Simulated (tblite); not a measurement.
C₆H₇N₂S (doublet state).
SMILES with atom numbers: `[CH2:1]=[C:2]([CH3:3])[CH:4][c:5]1[cH:6][n:7][s:8][n:9]1` (hydrogens: H10, H11 on C1; H12, H13, H14 on C3; H15 on C4; H16 on C6)

Cartesian coordinates in Å at the GFN2-xTB level; atoms count from 1:
```
atom  x, y, z in Å
C1    -2.219   -1.205   -0.247
C2    -1.206   -0.307   -0.151
C3    -1.474    1.161   -0.258
C4     0.116   -0.762    0.052
C5     1.270    0.020    0.173
C6     2.586   -0.526    0.380
N7     3.524    0.368    0.464
S8     2.846    1.853    0.298
N9     1.324    1.359    0.114
H10   -2.045   -2.264   -0.173
H11   -3.236   -0.890   -0.401
H12   -2.533    1.351   -0.413
H13   -1.145    1.667    0.647
H14   -0.906    1.586   -1.082
H15    0.268   -1.830    0.124
H16    2.823   -1.571    0.463
```

Computed values, GFN2-xTB/tblite, gas phase, harmonic and unscaled. This tight-binding method is rough: wavenumbers can miss measured ones by several per cent, in bad cases by 10 to 20. One conformer, not necessarily the lowest. Open shells enter through the occupations alone, without spin polarisation, and single modes of such species can be off by tens of per cent.

Harmonic wavenumbers (cm⁻¹): 70.3, 94.3, 141.4, 159.3, 272.4, 298.2, 358.2, 462.6, 493.1, 500.0, 593.0, 631.0, 651.6, 708.6, 776.9, 794.2, 825.5, 829.5, 880.3, 909.8, 963.7, 1029.5, 1033.9, 1053.3, 1131.7, 1229.5, 1312.8, 1367.7, 1396.3, 1411.5, 1443.7, 1462.0, 1470.4, 1492.3, 1557.3, 3028.0, 3044.0, 3046.7, 3070.4, 3107.9, 3129.4, 3141.2.

A = 3961, B = 833.1, C = 691.3 MHz; mass 139.033 u (most abundant isotopes); point group Cs, symmetry number 1; spin multiplicity 2.

Question: Zero-point energy?

Answer: ½Σν̃ = 25687 cm⁻¹ = 307.28 kJ/mol.

Question: Give the ideal-gas entropy at 298.15 K and 1 bar in the rigid-rotor, harmonic-oscillator model (classical rotation).

Answer: Translation 170.40, rotation 122.73, vibration 94.12, spin (R ln 2) 5.76: S = 393.0 J/(mol K).

Question: And Cp and H(298.15 K) − H(0)?

Answer: Cp = 144.55 J/(mol K), of which vibrations give 111.29 (their classical limit is 42 R = 349.2); H(298.15 K) − H(0) = 25.57 kJ/mol without the zero-point energy, 15.66 from vibrations.

Question: How do the functions run with temperature in this model?

Answer: 
```
T (K)  S (J/(mol K))  Cp (J/(mol K))  H − H(0) (kJ/mol)  G − H(0) (kJ/mol)  ln q(vib)
  150          316.7            85.0               8.62             -38.89       1.98
  250          369.3           124.9              19.08             -73.25       3.99
  400          440.9           182.5              42.28            -134.10       7.20
  600          526.2           237.6              84.71            -231.01      11.56
  900          632.8           286.9             164.09            -405.45      17.81
```

q(vib) and H(0) count from the zero-point level.

Question: Which modes carry the vibrational entropy at 298.15 K?

Answer: 70.3 cm⁻¹: 17.34; 94.3 cm⁻¹: 14.93; 141.4 cm⁻¹: 11.65; 159.3 cm⁻¹: 10.70; 272.4 cm⁻¹: 6.61; 298.2 cm⁻¹: 5.97 J/(mol K); the other 36 give 26.90 together.

Hindered rotation and anharmonicity are outside this model. Other conformers, if any are populated, would add a mixing term that is left out.

Hardware: an Arm Neoverse V2 with one thread (shared host). Cost: 0.46 s wall. The figure is for the frequency step alone.
